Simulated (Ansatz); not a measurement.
Ansatz (a program for electronic structure) input (RPA@PBE/def2-QZVPP):
A basis named .json is the Basis Set Exchange file of that set.

Ansatz 0.2 input:
```yaml
crystal:
  periodic: [false, false, false]
  atoms:
    - {symbol: Au, position_ang: [-0.00000000, -0.00000000, -0.42427293]}
    - {symbol: Cl, position_ang: [0.00000000, 0.00000000, 1.97162127]}
basis:
  gaussian:
    orbitals: def2-QZVPP.json
hamiltonian:
  xc: pbe
magnetization: {spin_polarized: true, initial_magnetization: 2}
correlation: {method: rpa, electrons: outside_noble_gas}
```

End of the output:

```
mean field evaluation 2: about -16210.1540 eV, gradient 1.3e1 eV
mean field evaluation 4: about -16209.8956 eV, gradient 1.5e1 eV
mean field evaluation 8: about -16211.4334 eV, gradient 7.4e-1 eV
mean field evaluation 16: about -16211.4356 eV, gradient 6.9e-4 eV
mean field evaluation 32: about -16211.4361 eV, gradient 2.5e-1 eV
mean field evaluation 64: about -16208.4472 eV, gradient 8.9e-5 eV
mean field evaluation 96: about -16208.5934 eV, gradient 1.7e1 eV
mean field evaluation 128: about -16211.4358 eV, gradient 1.5e-1 eV
mean field evaluation 160: about -16210.1835 eV, gradient 2.8e0 eV
mean field evaluation 192: about -16211.4374 eV, gradient 1.3e-1 eV
mean field evaluation 224: about -16211.2199 eV, gradient 6.1e0 eV
mean field -16211.43779043 eV, -595.7593502912 hartree, gradient 5.8e-6 eV, S^2 2.003375; 14 other end points of the search recorded, 0 dependent functions left out
9 core orbitals not correlated
reference -16169.22796534 eV, -594.2081678299 hartree; 10, 8 occupied and 139, 141 virtual orbitals, 989 factors
Total energy: -16193.96243518 eV, -595.1171428311 hartree
```

The spin state was set by rule; other spins were not relaxed.
